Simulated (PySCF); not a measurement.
C2H9AlOSi, charge +1, doublet (typed; the unrestricted solution is spin-contaminated), geometry from GFN2-xTB (such geometries of metal compounds can be far from the true shape) (a state made from the parent by changing its charge; the spin is typed, not shown lowest); CCSD(T)/STO-3G run with PySCF.

PySCF was given this input:
```python
from pyscf import gto, scf, cc

mol = gto.Mole()
mol.atom = '''
    Al    0.156081    0.782979    0.509591
    C     1.722258    1.943609   -0.006886
    H     2.638696    1.354332    0.073506
    H     1.753171    2.799949    0.668574
    H     1.590559    2.270570   -1.041030
    C    -1.099153    1.153981    2.044091
    H    -1.068844    0.308499    2.735276
    H    -2.111746    1.264105    1.649006
    H    -0.775791    2.070617    2.539618
    O    -0.121737   -0.586501   -0.391807
    Si   -0.384428   -1.958107   -1.275844
    H    -1.830061   -2.201282   -1.120045
    H     0.486934   -2.973006   -0.696684
    H    -0.094715   -1.552555   -2.659863
'''
mol.basis = 'sto-3g'
mol.charge = 1
mol.spin = 1
mol.verbose = 4
mol.build()

mf = scf.UHF(mol)
mf.kernel()

mycc = cc.CCSD(mf)
mycc.kernel()
et = mycc.ccsd_t()
print('E(CCSD(T)) = %.10f' % (mycc.e_tot + et))
```

What does PySCF print? Leave out banner, timings and long lists.


```
PySCF version 2.14.0

[INPUT] verbose = 4
[INPUT] num. atoms = 14
[INPUT] num. electrons = 55
[INPUT] charge = 1
[INPUT] spin (= nelec alpha-beta = 2S) = 1
[INPUT] symmetry False subgroup None
[INPUT] Mole.unit = angstrom
[INPUT] Symbol           X                Y                Z      unit          X                Y                Z       unit  Magmom
[...]
nuclear repulsion = 268.490793419156
number of shells = 28
number of NR pGTOs = 126
number of NR cGTOs = 42
basis = sto-3g
ecp = {}

******** <class 'pyscf.scf.uhf.UHF'> ********
method = UHF
initial guess = minao
damping factor = 0
level_shift factor = 0
DIIS = <class 'pyscf.scf.diis.CDIIS'>
diis_start_cycle = 1
diis_space = 8
diis_damp = 0
SCF conv_tol = 1e-09
SCF conv_tol_grad = None
SCF max_cycles = 50
direct_scf = True
direct_scf_tol = 1e-13
number electrons alpha = 28  beta = 27
Set gradient conv threshold to 3.16228e-05
init E= -678.236533312169

cycle= 1 E= -678.210500382967  delta_E= 0.026  |g|= 0.412  |ddm|= 2.87
cycle= 2 E= -678.26780667151  delta_E= -0.0573  |g|= 0.457  |ddm|=  1.2
cycle= 3 E= -678.378479829275  delta_E= -0.111  |g|= 0.0629  |ddm|= 0.498
cycle= 4 E= -678.390128161233  delta_E= -0.0116  |g|= 0.0596  |ddm|= 0.191
cycle= 5 E= -678.406249845239  delta_E= -0.0161  |g|= 0.0697  |ddm|= 0.251
cycle= 6 E= -678.400797377182  delta_E= 0.00545  |g|= 0.0676  |ddm|= 0.0826
cycle= 7 E= -678.359432716261  delta_E= 0.0414  |g|= 0.128  |ddm|= 0.728
cycle= 8 E= -678.341160438218  delta_E= 0.0183  |g|= 0.179  |ddm|= 0.285
cycle= 9 E= -678.378160767619  delta_E= -0.037  |g|= 0.0698  |ddm|= 0.607
cycle= 10 E= -678.376193832622  delta_E= 0.00197  |g|= 0.0641  |ddm|= 0.0569
cycle= 11 E= -678.370379867328  delta_E= 0.00581  |g|= 0.0579  |ddm|= 0.174
cycle= 12 E= -678.36914801698  delta_E= 0.00123  |g|= 0.0599  |ddm|= 0.0413
cycle= 13 E= -678.36365270204  delta_E= 0.0055  |g|= 0.0801  |ddm|= 0.129
cycle= 14 E= -678.375915738926  delta_E= -0.0123  |g|= 0.0545  |ddm|= 0.308
cycle= 15 E= -678.37538013343  delta_E= 0.000536  |g|= 0.0553  |ddm|= 0.0145
cycle= 16 E= -678.369955824759  delta_E= 0.00542  |g|= 0.0524  |ddm|= 0.161
cycle= 17 E= -678.371916304464  delta_E= -0.00196  |g|= 0.0535  |ddm|= 0.062
cycle= 18 E= -678.371927667612  delta_E= -1.14e-05  |g|= 0.05  |ddm|= 0.00881
cycle= 19 E= -678.373676375461  delta_E= -0.00175  |g|= 0.051  |ddm|= 0.0521
cycle= 20 E= -678.369728837979  delta_E= 0.00395  |g|= 0.0495  |ddm|= 0.121
[...]
SCF not converged.
[...]
cycle = 2  E_corr(UCCSD) = -0.293055914598504  dE = -0.0295675346  norm(t1,t2) = 0.101976
cycle = 3  E_corr(UCCSD) = -0.294027368391345  dE = -0.000971453793  norm(t1,t2) = 0.128997
cycle = 4  E_corr(UCCSD) = -0.324400649967445  dE = -0.0303732816  norm(t1,t2) = 0.118981
cycle = 5  E_corr(UCCSD) = -0.340004982295657  dE = -0.0156043323  norm(t1,t2) = 0.095886
cycle = 6  E_corr(UCCSD) = -0.343200309868246  dE = -0.00319532757  norm(t1,t2) = 0.0430897
cycle = 7  E_corr(UCCSD) = -0.345426947427929  dE = -0.00222663756  norm(t1,t2) = 0.0146123
cycle = 8  E_corr(UCCSD) = -0.347011077782327  dE = -0.00158413035  norm(t1,t2) = 0.00433117
cycle = 9  E_corr(UCCSD) = -0.346187449438731  dE = 0.000823628344  norm(t1,t2) = 0.00232176
cycle = 10  E_corr(UCCSD) = -0.346593395662603  dE = -0.000405946224  norm(t1,t2) = 0.00155476
cycle = 11  E_corr(UCCSD) = -0.346601613869063  dE = -8.21820646e-06  norm(t1,t2) = 0.000382503
cycle = 12  E_corr(UCCSD) = -0.346588787398863  dE = 1.28264702e-05  norm(t1,t2) = 0.000187625
cycle = 13  E_corr(UCCSD) = -0.346589951149037  dE = -1.16375017e-06  norm(t1,t2) = 0.000125638
cycle = 14  E_corr(UCCSD) = -0.346591036548764  dE = -1.08539973e-06  norm(t1,t2) = 8.97202e-05
cycle = 15  E_corr(UCCSD) = -0.346592481391984  dE = -1.44484322e-06  norm(t1,t2) = 7.66722e-05
cycle = 16  E_corr(UCCSD) = -0.34659450089643  dE = -2.01950445e-06  norm(t1,t2) = 6.16679e-05
cycle = 17  E_corr(UCCSD) = -0.346593784116154  dE = 7.16780275e-07  norm(t1,t2) = 5.16278e-05
cycle = 18  E_corr(UCCSD) = -0.346593146864304  dE = 6.37251851e-07  norm(t1,t2) = 3.66553e-05
cycle = 19  E_corr(UCCSD) = -0.346594134706731  dE = -9.87842428e-07  norm(t1,t2) = 2.23017e-05
cycle = 20  E_corr(UCCSD) = -0.346593774838062  dE = 3.59868669e-07  norm(t1,t2) = 1.21701e-05
cycle = 21  E_corr(UCCSD) = -0.346593894435175  dE = -1.19597113e-07  norm(t1,t2) = 5.8911e-06
cycle = 22  E_corr(UCCSD) = -0.346593892244035  dE = 2.19113994e-09  norm(t1,t2) = 2.87942e-06
cycle = 23  E_corr(UCCSD) = -0.346593809487037  dE = 8.27569989e-08  norm(t1,t2) = 2.21246e-06
cycle = 24  E_corr(UCCSD) = -0.346593747378503  dE = 6.21085335e-08  norm(t1,t2) = 1.69306e-06
cycle = 25  E_corr(UCCSD) = -0.346593683518824  dE = 6.38596789e-08  norm(t1,t2) = 1.1895e-06
cycle = 26  E_corr(UCCSD) = -0.346593615261227  dE = 6.82575969e-08  norm(t1,t2) = 9.1706e-07
UCCSD converged
E(UCCSD) = -678.7087496109647  E_corr = -0.3465936152612274
UCCSD(T) correction = -0.0125159541479654
E(CCSD(T)) = -678.7212655651
```

The run did not converge; its last values are not results.
